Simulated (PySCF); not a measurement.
# Computed vibrations of Tm(NH2)2

Tm(NH2)2 (singlet in the valence; each metal's 4f electrons, 13 of them, lie in its core potential, out of spins and levels). PySCF 2.14.0, RKS PBE0, Tm lcecp-0-SVP with ECP59, N def2-SVP, H def2-SVP; non-relativistic Hamiltonian with scalar-relativistic core potentials where named; density fitting; no spin-orbit coupling. Central differences of gradients.

```xyz
7

Tm    0.0000    0.0000   -0.1209
N     2.1686    0.0000    0.6009
H     2.7338   -0.8004    0.8927
H     2.7338    0.8004    0.8927
N    -2.1686    0.0000    0.6009
H    -2.7338    0.8004    0.8927
H    -2.7338   -0.8004    0.8927
```

Run from Python with OMP_NUM_THREADS=2. Where DIIS fails, smearing, a level shift and second-order steps follow.
It took 29 s on 2 threads of Arm Neoverse V1 (shared host).

Q: What are the harmonic wavenumbers and infrared intensities?

A: Modes are labelled in C2v; negative numbers are unstable modes, those under 60 cm⁻¹ near the noise; a finer grid moves soft modes by up to 10 cm⁻¹.
```json
{"cm⁻¹": "-130", "km/mol": "–", "symmetry": "a2"}
{"cm⁻¹": "-120", "km/mol": "–", "symmetry": "b2"}
{"cm⁻¹": "81", "km/mol": "16.1", "symmetry": "a1"}
{"cm⁻¹": "300", "km/mol": "0.0", "symmetry": "a2"}
{"cm⁻¹": "310", "km/mol": "127.0", "symmetry": "b2"}
{"cm⁻¹": "446", "km/mol": "193.2", "symmetry": "b1"}
{"cm⁻¹": "466", "km/mol": "4.8", "symmetry": "b1"}
{"cm⁻¹": "467", "km/mol": "1.7", "symmetry": "a1"}
{"cm⁻¹": "482", "km/mol": "222.6", "symmetry": "a1"}
{"cm⁻¹": "1535", "km/mol": "16.7", "symmetry": "b1"}
{"cm⁻¹": "1540", "km/mol": "6.8", "symmetry": "a1"}
{"cm⁻¹": "3512", "km/mol": "1.4", "symmetry": "b1"}
{"cm⁻¹": "3513", "km/mol": "0.1", "symmetry": "a1"}
{"cm⁻¹": "3585", "km/mol": "0.0", "symmetry": "a2"}
{"cm⁻¹": "3585", "km/mol": "0.4", "symmetry": "b2"}
```

Q: Is this a minimum?

A: No: 2 unstable; the lowest moves the atoms so:
```
Tm   0.00  0.00  0.00
N    0.00  0.00  0.00
H   -0.19  0.04  0.46
H    0.19  0.04 -0.46
N    0.00  0.00  0.00
H    0.19 -0.04  0.46
H   -0.19 -0.04 -0.46
```

An lcecp potential fixes the number of 4f electrons, so in runs with it no electron can move into or out of that shell.
